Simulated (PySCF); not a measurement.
Cartesian coordinates (Å):
```xyz
16

Zr    -0.0154    -0.2819     0.1899
C      2.2419     1.2748     0.1995
N      2.0086     0.2583     1.0418
N      1.2744     1.5161    -0.6690
H      3.1890     1.8675     0.2372
H      2.7268     0.0510     1.7374
H      1.4341     2.2811    -1.3277
N      0.0006    -1.6860    -1.3003
H     -0.6271    -1.7679    -2.1089
H      0.7003    -2.4386    -1.3633
N     -1.6461     0.9519    -0.0335
H     -2.5696     0.8516     0.4034
H     -1.5971     1.8684    -0.4964
N     -0.6079    -1.3734     1.8380
H     -0.8759    -2.3658     1.8310
H     -0.6430    -1.0542     2.8156
```
Charge 0, spin multiplicity 1.

Question: What is the computed charge on the central atom (Mulliken), HOMO and HOMO–LUMO gap (PySCF with TPSSh-D3(BJ)/def2-TZVP // BP86-D3(BJ)/def2-SVP)?

Answer: 
| Quantity | Result |
|---|---|
| charge on the central atom (Mulliken) | 1.70 e |
| HOMO | -5.65 eV |
| HOMO–LUMO gap | 5.00 eV |
